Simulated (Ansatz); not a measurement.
Si oxide hydroxide: binding per atom (eV) at several levels, gas phase, relaxed structures; Ansatz. Clusters are the lowest isomers that short searches found in that spin, judged at the geometry's level. Binding counts from free atoms in the multiplicity of their measured ground term, without zero-point energy. The structures are stationary points that may keep the symmetry of their start. Remarks come from the PBE and PBE0 runs and from stability tests at other levels; not every state was tested.

```tsv
species	state	geometry	PBE-D4/def2-SVP	PBE-D4/def2-TZVP	r2SCAN-D4/def2-TZVP	PBE0-D4/def2-SVP	PBE0-D4/def2-TZVP	remarks
SiO3H2	singlet	PBE-D4/def2-TZVP	4.29	4.39	4.30	4.09	4.21	–
SiO4H4	singlet	r2SCAN-D4/def2-SVP	3.70	3.75	3.66	3.52	3.57	restricted SCF unstable in HF
Si4O9H2	singlet	PBE-D4/def2-SVP	4.96	5.04	4.93	4.70	4.82	–
```
